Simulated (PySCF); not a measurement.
How methods differ on the ionisation energy of Tm⁶⁶⁺

Tm⁶⁶⁺ [He] 2s1 (2S) → Tm⁶⁷⁺ 1s2 (1S), as a difference of total energies. Calculation: PySCF 2.14, in an even-tempered Gaussian basis (18 s from 44 bohr⁻², ratio 2.2; 8 p from 67 bohr⁻², ratio 2.4; 5 d from 200 bohr⁻², ratio 2.4; 5 f from 300 bohr⁻², ratio 2.4; 4 g from 450 bohr⁻², ratio 2.4); scalar relativity by spin-free X2C-1e. Correlated levels: nothing frozen; virtual orbitals above 40 to 60 times the deepest correlated orbital energy dropped. The calculations carry no spin-orbit coupling.

```
                 method  ionisation energy (eV)
                    UHF                 16835.0
                    LDA                 16823.4
                    PBE                 16842.1
                   PBE0                 16840.4
                 r2SCAN                 16831.2
                   BLYP                 16842.2
                  B3LYP                 16839.7
    MP2 (all electrons)                 16835.2
SCS-MP2 (all electrons)                 16835.2
```

For this ion Breit and QED terms and the two-electron picture change, all absent here, outweigh the differences among the correlated methods.

For comparison: 16814.34 ± 0.14 eV (theoretical estimate listed by NIST; NIST Atomic Spectra Database, ionization energies).
